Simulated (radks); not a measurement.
Results of a calculation; reference values are marked as such.
The sulfur anion S- inside a hard spherical wall (all orbitals vanish at R), configuration held at [Ne] 3s2 3p5 and not refilled when levels cross. Code: a radial shooting solver on a logarithmic mesh with Libxc functionals. Model: non-relativistic Kohn-Sham, LDA (Slater exchange, Perdew-Wang correlation), spin-polarised, spherical densities, point nucleus; open shells are filled with parallel spins first. Eigenvalues in eV for spin up, with the zero of energy where the potential of the charges vanishes at infinity; a dash marks a level that is unbound or too diffuse for the functional's potential to be trusted. A positive occupied level is held by the wall or, in an anion where self-interaction has pushed it up, behind a barrier. The pressure on the wall is -dE/dV.

R (bohr)  E (hartree)  kinetic (hartree)    e(2s)    e(2p)   e(3s)   e(3p)  e(4s, empty)  e(4p, empty)  pressure (GPa)
20         -396.82761            395.974  -200.79  -147.77  -9.288   0.323         2.338         2.569        < 0.0001
15         -396.82755            395.974  -200.77  -147.76  -9.271   0.339         2.994         3.518        0.000366
10         -396.82615            395.982  -200.59  -147.58  -9.111   0.486         4.475         5.874          0.0249
8          -396.82068            396.011  -200.19  -147.17  -8.775   0.801         6.134         8.389           0.212
6          -396.78450            396.185  -198.65  -145.62  -7.607   1.963        10.747        14.680            2.82
3.5        -395.99402            399.228  -185.46  -132.29   1.559  12.275        45.105        53.558             225
3          -395.08725            402.207  -176.55  -123.24   8.468  20.193        70.275        79.782             695
2.5        -392.93150            408.527  -161.69  -108.06  22.205  35.606        118.02        127.81            2480
